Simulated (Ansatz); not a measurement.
Basis-set series for `[Cl][Zr]([I])([I])[I]`. The species carries charge 0 and has multiplicity 1. Zr, I takes the def2 core potential. All single points use the PBE0-D4/def2-TZVP geometry.

```tsv
functional	basis	functions	energy (Eh)	HOMO (eV)	LUMO (eV)
PBE0-D4	def2-SVP	127	-1400.38646	-7.94	-2.97
PBE0-D4	def2-TZVPP	248	-1400.58319	-7.92	-2.93
ωB97M-V	def2-SVP	127	-1400.33896	-9.90	-1.08
ωB97M-V	def2-TZVPP	248	-1400.53529	-9.91	-1.06
```

Task: Give the rows for def2-QZVPP. (Best estimate.)

Result: Ansatz gave: 
```json
{"functional": "PBE0-D4", "basis": "def2-QZVPP", "functions": "397", "energy (Eh)": "-1400.60280", "HOMO (eV)": "-7.93", "LUMO (eV)": "-2.92"}
{"functional": "ωB97M-V", "basis": "def2-QZVPP", "functions": "397", "energy (Eh)": "-1400.55419", "HOMO (eV)": "-9.92", "LUMO (eV)": "-1.05"}
```
